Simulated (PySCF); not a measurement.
**Basis and Hamiltonian dependence of the excitation energy of Mo⁺**

Mo⁺ [Kr] 4d5 (6S) → Mo⁺ [Kr] 4d4 5s1 (6D). All values are computed (PySCF 2.14, energy differences of UHF-based or UKS calculations, no spin-orbit coupling). Values in eV.

```csv
basis,Hamiltonian,functions,UHF,LDA,PBE0,MP2 (valence),CCSD(T) (valence),CCSD(T) (valence and next inner shell)
aug-cc-pVDZ-PP with ECP28MDF,ECP,54,1.505,1.424,1.606,1.662,1.661,n/a
def2-TZVPPD with the def2 core potential (28 electrons),ECP,56,1.402,1.324,1.511,1.598,1.597,1.448
ANO-RCC-VTZP,spin-free X2C,68,1.436,1.557,1.704,1.664,1.666,1.586
aug-cc-pwCVDZ-PP with ECP28MDF,ECP,70,1.428,1.351,1.538,1.631,1.628,1.379
x2c-TZVPPall,spin-free X2C,79,1.412,1.504,1.654,1.629,1.630,1.526
def2-QZVPPD with the def2 core potential (28 electrons),ECP,81,1.395,1.311,1.499,1.600,1.594,1.461
aug-cc-pVTZ-PP with ECP28MDF,ECP,88,1.423,1.338,1.527,1.613,1.605,n/a
"x2c-TZVPPall with one added diffuse shell each of s, p, d, f type",spin-free X2C,95,1.413,1.501,1.652,1.628,1.625,1.521
aug-cc-pVTZ-DK,spin-free X2C,102,1.399,1.464,1.618,1.593,1.585,n/a
x2c-QZVPPall,spin-free X2C,111,1.395,1.476,1.626,1.603,n/a,n/a
"aug-cc-pVTZ-PP with one added diffuse shell each of s, p, d, f, g type with ECP28MDF",ECP,113,1.422,1.337,1.527,1.612,n/a,n/a
aug-cc-pwCVTZ-PP with ECP28MDF,ECP,122,1.415,1.337,1.523,1.619,n/a,n/a
```

Frozen in the all-electron rows: valence: [Kr]; valence and next inner shell: [Ar] 3d10; with a core potential, the same shells as far as they lie outside it.

Reference for a calculation without spin-orbit coupling: 1.587 eV (measured, between term centres; NIST).
